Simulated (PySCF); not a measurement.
Give a PBE0-D3(BJ)/def2-SVP geometry of `c1c(CCC)ccc(c1)N` (4-propylaniline).

```
atom  x, y, z in Å
C1    -2.7507   -0.7560    0.0362
C2    -2.4427    0.5361   -0.7020
C3    -1.4021    1.4169   -0.0015
C4    -0.0385    0.7865    0.0945
C5     0.4073    0.1590    1.2624
C6     1.6526   -0.4566    1.3369
C7     2.5136   -0.4696    0.2283
N8     3.7338   -1.1181    0.2779
C9     2.0737    0.1590   -0.9490
C10    0.8266    0.7691   -1.0062
H11   -1.8464   -1.3725    0.1567
H12   -3.4979   -1.3583   -0.5028
H13   -3.1497   -0.5542    1.0439
H14   -3.3695    1.1208   -0.8331
H15   -2.0835    0.3032   -1.7196
H16   -1.7618    1.6642    1.0118
H17   -1.3250    2.3744   -0.5431
H18   -0.2378    0.1557    2.1459
H19    1.9673   -0.9371    2.2677
H20    4.4216   -0.8250   -0.4032
H21    4.1269   -1.2569    1.1994
H22    2.7245    0.1672   -1.8280
H23    0.5180    1.2543   -1.9374
```

Orientation and origin are arbitrary. Atoms count from 1 in this order. The 6-membered ring C4–C5–C6–C7–C9–C10 has internal angles of 117.0° to 121.9° (sum 720°, against 720° for a flat polygon); it is planar, 0.00 Å rms from its mean plane, widest ring torsion 0°. Of the pairs four or more bonds apart, C4···H11 is among the closest relative to their van der Waals radii: 2.82 Å, 97 % of the sum of Bondi's values. The C–C distances run from 1.390 Å (C9–C10, aromatic) to 1.533 Å (C2–C3, drawn single), a spread of 0.143 Å. N8 (aniline-type nitrogen) is pyramidal (angles 116.1°, 116.1° and 112.9°, sum 345.1°, 0.25 Å off the plane of its three neighbours).

Bonds between heavy atoms (Å): C1–C2 1.520, C2–C3 1.533, C3–C4 1.505, C4–C5 1.399, C5–C6 1.391, C6–C7 1.404, C7–N8 1.383, C7–C9 1.405, C9–C10 1.390, C4–C10 1.400.

Computed with PySCF, PBE0-D3(BJ)/def2-SVP geometry optimisation, gas phase.

Point group: C1 (no symmetry element, even within 0.4 Å). Whether it is a minimum is left open (no frequencies). The numbers are those of one conformer (C1–C2–C3–C4 64°, C2–C3–C4–C5 -99°).
